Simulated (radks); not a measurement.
Species: P III. Configuration: [Ne] 3s2 3d1 (not the ground configuration).

Calculated with a radial shooting solver on a logarithmic mesh with Libxc functionals: scalar-relativistic Kohn-Sham, PBE, spin-unpolarised, spherical densities, point nucleus.

Energy parts (eV):
| part | energy |
|---|---|
| total | -9262.348 |
| kinetic | 9292.912 |
| electron-nucleus | -21770.778 |
| Hartree | 3821.679 |
| exchange-correlation | -606.161 |

Orbitals (lengths in bohr, moments of r in powers of bohr):
\begin{tabular}{lrrrr}
orbital & occ. & eigenvalue (eV) & <1/r> & <r^2> \\ \hline
1s & 2 & -2112.355 & 14.65 & 0.01444 \\
2s & 2 & -200.5420 & 2.828 & 0.3203 \\
2p & 6 & -151.1874 & 2.719 & 0.2927 \\
3s & 2 & -35.4781 & 0.7955 & 3.407 \\
3d & 1 & -13.1013 & 0.4790 & 7.907 \\
\end{tabular}

The highest occupied level is 3d at -13.101 eV. Summed over all electrons, <r^2> = 17.15 bohr^2, which gives a Langevin (diamagnetic) susceptibility term of -13.6 x 10^-6 cm^3/mol.
